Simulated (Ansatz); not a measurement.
Reactions of C2H7ClSn, SMILES `[CH3][SnH]([CH3])[Cl]`.

Gas-phase electronic energies from Ansatz, PBE0-D4/def2-TZVP geometries. CCSD(T)/CBS adds triple-zeta CCSD(T) − MP2 to the extrapolated MP2 energy (def2 sets, frozen cores). This one scheme is used for every species. DFT in def2-TZVPP. Triplets are unrestricted, without spin–orbit coupling. def2 core potentials past Kr. For Se, Sn outer-core shells are correlated without core-valence functions, which leaves a few kJ/mol of doubt a bond. Scalar relativity is left out up to krypton. Each species was taken in one conformer, which may not be the lowest.

```tsv
reaction	B2PLYP (kJ/mol)
`[CH3][SnH]([CH3])[Cl]` → `[CH3][SnH2][Cl]` + `[CH2]` (triplet)	460
`[CH3][SnH]([CH3])[Cl]` → `[CH3][SnH2][CH2]Cl`	184
`[CH3][SnH]([CH3])[Cl]` + H₂ → `[CH3][SnH2][CH3]` + HCl	87
`[CH3][SnH]([CH3])[Cl]` + H₂O → `[CH3][SnH]([CH3])[OH]` + HCl	79
`[CH3][SnH]([CH3])[Cl]` → `C[CH](Cl)[SnH3]`	209
`[CH3][SnH]([CH3])[Cl]` + `O[SiH2]N[SiH3]` → `[CH3][SnH]([OH])[Cl]` + `C[SiH2]N[SiH3]`	67
`[CH3][SnH]([CH3])[Cl]` + CH₄ → `[CH3][SnH]([CH3])[CH3]` + HCl	135
`[CH3][SnH]([CH3])[Cl]` + `CCC(C)(C)CC` → `[CH3][SnH2][Cl]` + `CCC(C)(CC)CC`	43
`[CH3][SnH]([CH3])[Cl]` + `CC(=O)[SeH]` → `C[Se]C(C)=O` + `[CH3][SnH2][Cl]`	36
`[CH3][SnH]([CH3])[Cl]` + `CB[SiH2][SiH2][AlH2]` → `[CH3][SnH]([CH3])[AlH2]` + `CB[SiH2][SiH2]Cl`	-13
```

Q: Give the CCSD(T)/CBS values in the same order. (Estimate.)

A: Ansatz gave: 475, 185, 92, 82, 212, 68, 129, 43, 40, -5 kJ/mol.

Largest T1 diagnostic: 0.014, for `CB[SiH2][SiH2][AlH2]`.
